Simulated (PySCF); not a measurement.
# Lead: highly charged ions in a basis for the neutral atom

Pb¹¹⁺ [Xe] 4f14 5d3, Pb¹²⁺ [Xe] 4f14 5d2. Calculation: PySCF 2.14, in aug-cc-pVDZ-PP with ECP60MDF (5s4p3d, 32 functions); a scalar-relativistic core potential. No spin-orbit coupling, so a gap to NIST mixes the basis error with missing relativistic terms.

Changed run: basis of the neutral atom used for a highly charged ion. This setting is unsound on purpose.

```tsv
species	method	sound run (hartree)	changed run (hartree)	converged
Pb¹¹⁺	UHF	not run	-156.61605	yes
Pb¹¹⁺	TPSS	not run	-157.12994	yes
Pb¹¹⁺	r2SCAN	not run	-157.19105	yes
Pb¹²⁺	UHF	not run	-149.17023	yes
Pb¹²⁺	TPSS	not run	-149.65941	yes
Pb¹²⁺	r2SCAN	not run	-149.69861	yes
```

Ionisation energy of Pb¹¹⁺:

| method | changed run (eV) | NIST (eV) |
| --- | --- | --- |
| UHF | 202.61 | 203 ± 2.5 |
| TPSS | 203.28 | 203 ± 2.5 |
| r2SCAN | 203.88 | 203 ± 2.5 |

The contracted functions were made for the neutral atom and can be too rigid for a highly charged ion.
